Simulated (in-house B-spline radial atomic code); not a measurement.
Ionisation energies with and without relativity, with size and susceptibility from the Dirac run. Dirac energy differences include first-order Breit, QED and recoil terms. NIST's values go from ground level to ground level; the uncertainty of those that are theory runs from under 0.1 % in few-electron ions to several per cent in heavy many-electron ones. Computed with a B-spline radial code for spherical atoms: non-relativistic Hartree-Fock and Dirac-Hartree-Fock, averages of the configuration (point nuclei without relativity, finite nuclei with it).

Some pairs differ by more than the removed electron.

```tsv
ion	configuration	configuration after	ionisation non-relativistic (eV)	ionisation Dirac Breit and QED (eV)	tabulated value (eV)	tabulated kind	radius at density 0.001 (bohr)	diamagnetic susceptibility (10⁻⁶ cm³/mol)
Tm+	[Xe] 4f13 6s1	[Xe] 4f13	10.430	11.143	12.065	semi-empirical	4.418	-41.566
Yb+	[Xe] 4f14 6s1	[Xe] 4f14	10.518	11.269	12.17919	measured	4.396	-40.838
Lu+	[Xe] 4f14 6s2	[Xe] 4f14 6s1	11.798	12.597	14.13	semi-empirical	4.743	-46.193
Hf+	[Xe] 4f14 5d1 6s2	[Xe] 4f14 5d2	10.322	13.584	14.61	tabulated theory	4.676	-46.43
Ta+	[Xe] 4f14 5d3 6s1	[Xe] 4f14 5d3	?	?	?	semi-empirical	?	?
W+	[Xe] 4f14 5d4 6s1	[Xe] 4f14 5d4	?	?	?	semi-empirical	?	?
Re+	[Xe] 4f14 5d5 6s1	[Xe] 4f14 5d5	12.941	14.636	16.6	semi-empirical	4.262	-42.484
Os+	[Xe] 4f14 5d6 6s1	[Xe] 4f14 5d6	13.285	15.163	17	semi-empirical	4.186	-42.023
Ir+	[Xe] 4f14 5d7 6s1	[Xe] 4f14 5d7	?	?	?	semi-empirical	?	?
Pt+	[Xe] 4f14 5d9	[Xe] 4f14 5d8	18.831	17.939	18.56	measured	3.791	-38.107
Au+	[Xe] 4f14 5d10	[Xe] 4f14 5d9	20.108	19.158	20.203	measured	3.718	-37.609
```

Q: Fill in the row of Ta+.

A: ionisation non-relativistic (eV): 12.154; ionisation Dirac Breit and QED (eV): 13.487; tabulated value (eV): 16.2; radius at density 0.001 (bohr): 4.414; diamagnetic susceptibility (10⁻⁶ cm³/mol): -43.076.

Q: Fill in the row of W+.

A: ionisation non-relativistic (eV): 12.567; ionisation Dirac Breit and QED (eV): 14.080; tabulated value (eV): 16.37; radius at density 0.001 (bohr): 4.339; diamagnetic susceptibility (10⁻⁶ cm³/mol): -42.854.

Q: Fill in the row of Ir+.

A: ionisation non-relativistic (eV): 13.605; ionisation Dirac Breit and QED (eV): 15.668; tabulated value (eV): 17; radius at density 0.001 (bohr): 4.112; diamagnetic susceptibility (10⁻⁶ cm³/mol): -41.507.
